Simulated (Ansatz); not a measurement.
`N[SiH2]C=O` + CH₃OH → `COC=O` + `N[SiH3]`  (substitution at a C–Si bond)

Isolated molecules relaxed with PBE0-D4/def2-TZVP in Ansatz; ΔE leaves out vibrations. CCSD(T)/CBS adds triple-zeta CCSD(T) − MP2 to the extrapolated MP2 energy (def2 sets, frozen cores). This one scheme is used for every species. DFT in def2-TZVPP. One conformer a species, not always the lowest.

```tsv
species	PBE-D4 energy (Eh)
`N[SiH2]C=O`	-460.32054
CH₃OH	-115.63347
`COC=O`	-228.90638
`N[SiH3]`	-347.07433
```

**Question.** Work out ΔE.

**Answer.** ΔE = (-228.90638) + (-347.07433) − (-460.32054) − (-115.63347) = -0.02670 Eh = -0.73 eV. CCSD(T)/CBS gives -0.65 eV.

Largest T1 diagnostic among the species: 0.015.

Leaving LDA and LC-ωPBE aside and taking each functional with its dispersion term where it has one, the values, not all of them listed here, spread over 0.09 eV, from r2SCAN-D4 to BLYP-D4. LDA lies −0.12 eV from PBE without D4. At CCSD(T), def2-SVP lies −0.26 eV from the extrapolated value and def2-TZVPP −0.06 eV.
